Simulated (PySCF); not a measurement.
# B⁺: ionisation energy

B⁺ [He] 2s2 → B²⁺ [He] 2s1 [2s1/2^1, M_J = 1/2], as a difference of total energies. All numbers are calculated (PySCF 2.14, the two-component X2C-1e Hamiltonian, in x2c-TZVPPall-2c). Correlated levels: 1s2 frozen. "Screened" scales the spin-orbit matrix elements by Boettger's factors to mimic the two-electron term; Breit and QED terms are absent.

| method | ionisation energy (eV) | error (eV) |
| --- | --- | --- |
| GHF (screened spin-orbit) | 23.447 | -1.708 |
| GMP2 (screened spin-orbit) | 24.412 | -0.743 |

Reference: 25.155 eV (measured; NIST Atomic Spectra Database, ionization energies).

Errors of the correlated levels include the incompleteness of this basis and the frozen core.

MP2 underrates the near-degeneracy of ns² with np² in the lower species.
